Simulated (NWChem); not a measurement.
System: SiH₄SO; SMILES O[SiH2]S

Input file for NWChem:

```
start job
memory heap 200 mb stack 900 mb global 1100 mb
geometry units angstroms
  Si    -0.801649    -0.081833     0.202308
  O     -0.816847     1.510718     0.492031
  S      1.155094    -0.710477    -0.454476
  H     -1.085423    -0.632401     1.510990
  H     -1.657813    -0.482659    -0.898896
  H     -0.526926     2.164418    -0.140038
  H      1.827315    -0.147324     0.538581
end
basis spherical
  * library def2-svp
end
dft
  xc pbe0
  iterations 150
end
driver
  maxiter 120
end
task dft optimize
task dft freq
```

The level has its own optimisation; frequencies are unscaled.

Q: Give the results of this calculation. (PBE0/def2-SVP.) Quantities: r O–Si (Å); r S–Si (Å); r H–O (Å); r H–S (Å); highest harmonic frequency (cm⁻¹); lowest (cm⁻¹); zero-point energy (kcal/mol); dipole (D).

A: 
| Quantity | Result |
|---|---|
| r O–Si (Å) | 1.661 |
| r S–Si (Å) | 2.145 |
| r H–O (Å) | 0.962 |
| r H–S (Å) | 1.352 |
| highest harmonic frequency (cm⁻¹) | 3923 |
| lowest (cm⁻¹) | 188 |
| zero-point energy (kcal/mol) | 25.8 |
| dipole (D) | 0.85 |
